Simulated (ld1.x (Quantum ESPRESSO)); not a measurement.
Ranking TM semilocal potentials for Co (Z = 27)

All share these settings but for the change named:

ld1.x (Quantum ESPRESSO) 7.5 input, shortened:

```
&input
   title='Co', zed=27., rel=1, dft='PBE', iswitch=3,
   config='[Ar] 3d7 4s0 4p0'
 /
 &inputp
   pseudotype=1, tm=.true., lloc=0,
   nlcc=.false.
 /
3
4P  2  1   0.00   0.00  2.15  2.15  0.0
3D  3  2   7.00   0.00  1.60  1.60  0.0
4S  1  0   0.00   0.00  1.55  1.55  0.0
 &test
   configts(1)='3d7 4s0 4p0'
 /
```

Test errors are all-electron minus pseudo excitation energies from the reference, over 3d7 4s2 4p0; 3d7 4s1 4p0; 3d6 4s0 4p0; 3d7 4s0 4p1; 3d7.5 4s1.5 4p0; 3d7 4s0 4p2; 3d6 4s2 4p1. None of these files shows a bound ghost.

The base gives 195.8 meV.

Of 6 variants that were run, those that failed, showed a ghost or another fault, or gave nearly equal values are left out.

A variant can come out equal or close to the base, since the largest error may sit in a test that the change hardly touches while other tests move.

Task: Rank these variants by their largest absolute test error, smallest first.
A. wave 4s (bound): rc 1.55 bohr becomes 4s (bound): rc 1.98 bohr
B. core correction a·sin(br)/r model core inside 1.70 bohr
C. wave 4p (bound): rc 2.15 bohr becomes 4p (bound): rc 2.30 bohr

Result: A (172.4 meV), C (195.8 meV), B (224.8 meV).
